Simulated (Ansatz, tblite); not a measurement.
Removing and adding an electron: SeOCl2 (SeCl2O). Total charge 0; singlet. Geometry: B3LYP-D4/def2-SVP. Ansatz, gas phase; energy differences of separate SCF runs; the oxidised species was run as a doublet alone; the reduced species was run as a doublet alone.

```xyz
4

Se    0.069    0.035    0.670
O     1.381   -0.846    0.400
Cl    0.192    1.822   -0.704
Cl   -1.642   -1.011   -0.366
```

The xTB rows come from tblite. Correlated methods freeze 20 core orbitals; core or outer-core shells of Se are correlated, in sets that lack core-valence functions. In CCSD on the charge 1 doublet the largest single amplitude is 0.17, so its Hartree–Fock determinant may place the open shell otherwise than the density functionals do.

(1) Estimate orbital energies and vertical ionisation energies and electron affinities at: GFN1-xTB; GFN2-xTB; HF/def2-TZVPP; PBE-D4/def2-TZVP; PBE-D4/def2-TZVPD; r2SCAN-D4/def2-TZVP; r2SCAN-D4/def2-TZVPD; PBE0-D4/def2-TZVP; PBE0-D4/def2-TZVPD; MP2/def2-TZVPP; CCSD/def2-TZVPP; CCSD(T)/def2-TZVPP.

## Answers

(1) 
| level | −HOMO (eV) | vertical IE (eV) | −LUMO (eV) | vertical EA (eV) | HOMO–LUMO gap (eV) | IE − EA (eV) | remarks |
| --- | --- | --- | --- | --- | --- | --- | --- |
| GFN1-xTB | 13.18 | 16.05 | 9.11 | 6.09 | 4.07 | 9.95 | – |
| GFN2-xTB | 12.64 | 15.50 | 8.93 | 6.16 | 3.70 | 9.34 | – |
| HF/def2-TZVPP | – | 9.64 | – | – | – | – | spin-contaminated (⟨S²⟩ 0.85) (+1 doublet) |
| PBE-D4/def2-TZVP | 7.74 | 10.83 | 3.99 | – | 3.75 | – | – |
| PBE-D4/def2-TZVPD | 7.84 | – | 4.12 | 1.30 | 3.72 | – | HOMO above zero (-1 doublet) |
| r2SCAN-D4/def2-TZVP | 8.07 | 11.01 | 3.98 | – | 4.09 | – | – |
| r2SCAN-D4/def2-TZVPD | 8.13 | – | 4.07 | 1.37 | 4.07 | – | HOMO above zero (-1 doublet) |
| PBE0-D4/def2-TZVP | 9.01 | 11.05 | 3.25 | – | 5.76 | – | – |
| PBE0-D4/def2-TZVPD | 9.08 | – | 3.37 | 1.44 | 5.72 | – | HOMO above zero (-1 doublet) |
| MP2/def2-TZVPP | – | 11.87 | – | – | – | – | spin-contaminated (⟨S²⟩ 0.85) (+1 doublet) |
| CCSD/def2-TZVPP | – | 10.95 | – | – | – | – | large T1 (0.020) (singlet), spin-contaminated (⟨S²⟩ 0.85) (+1 doublet) |
| CCSD(T)/def2-TZVPP | – | 11.05 | – | – | – | – | large T1 (0.020) (singlet), spin-contaminated (⟨S²⟩ 0.85) (+1 doublet) |

   A HOMO above zero means that the electron is unbound at that level or that self-interaction error raises the level; the energy of removing that electron tells which. Raw xTB energy differences between charge states are shifted by several eV; the methods need an empirical correction for them.
